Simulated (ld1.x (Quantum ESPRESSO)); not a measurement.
Cutoff test, Ho, TM

ld1.x (Quantum ESPRESSO) 7.5 input, shortened:

```
&input
   title='Ho', zed=67., rel=1, dft='PBE', iswitch=3,
   config='[Xe] 4f10 5d1 6s2 6p0'
 /
 &inputp
   pseudotype=2, tm=.true., lloc=2,
   nlcc=.true., new_core_ps=.true., rcore=0.55
 /
4
6S  1  0   2.00   0.00  3.55  3.55  0.0
6P  2  1   0.00   0.00  4.20  4.20  0.0
4F  4  3  10.00   0.00  1.05  1.05  0.0
5D  3  2   1.00   0.00  3.45  3.45  0.0
 &test
   configts(1)='4f10 5d1 6s2 6p0'
 /
```

The pseudo-atom Hamiltonian at the reference potential is diagonalised in spherical Bessel functions j_l(qr) that vanish at 20 bohr, with q² up to the cutoff. All-electron valence levels (Ry): 6s -0.3188, 6p -0.0979, 4f -0.6878, 5d -0.1616.

How do the lowest levels (Ry) of each channel move with the cutoff, and are there ghosts?

| cutoff (Ry) | s #1 | s #2 | s #3 | p #1 | p #2 | f #1 | d #1 | d #2 | Σ f·Δε (mRy) |
| --- | --- | --- | --- | --- | --- | --- | --- | --- | --- |
| 8 | -1.0277 | -0.3180 | -0.0016 | -0.0979 | 0.0447 | 0.0970 | -0.1166 | 0.0527 | 7889.5 |
| 18 | -1.2271 | -0.3188 | -0.0016 | -0.0979 | 0.0445 | 0.0970 | -0.1616 | 0.0493 | 7843.0 |
| 35 | -1.2280 | -0.3188 | -0.0016 | -0.0979 | 0.0445 | 0.0970 | -0.1616 | 0.0493 | 7842.9 |
| 55 | -1.2280 | -0.3188 | -0.0016 | -0.0979 | 0.0445 | 0.0970 | -0.1616 | 0.0493 | 7842.9 |
| 90 | -1.2280 | -0.3188 | -0.0016 | -0.0979 | 0.0445 | 0.0970 | -0.1616 | 0.0493 | 7842.9 |
| 140 | -1.2280 | -0.3188 | -0.0016 | -0.0979 | 0.0445 | 0.0970 | -0.1616 | 0.0493 | 7842.7 |
| 230 | -1.2280 | -0.3188 | -0.0016 | -0.0979 | 0.0445 | -0.6032 | -0.1616 | 0.0493 | 840.5 |
| 400 | -1.2280 | -0.3188 | -0.0016 | -0.0979 | 0.0445 | -0.6873 | -0.1616 | 0.0493 | 0.0 |

Result: ghost state, extra bound levels that the all-electron valence spectrum of the same l lacks: s at -16.7 eV (a true bound ghost makes a file unfit for plane-wave use); 10 mRy is reached at over 300 Ry and 1 mRy at over 300 Ry.

3 of 7 tests not solved or not reliable.
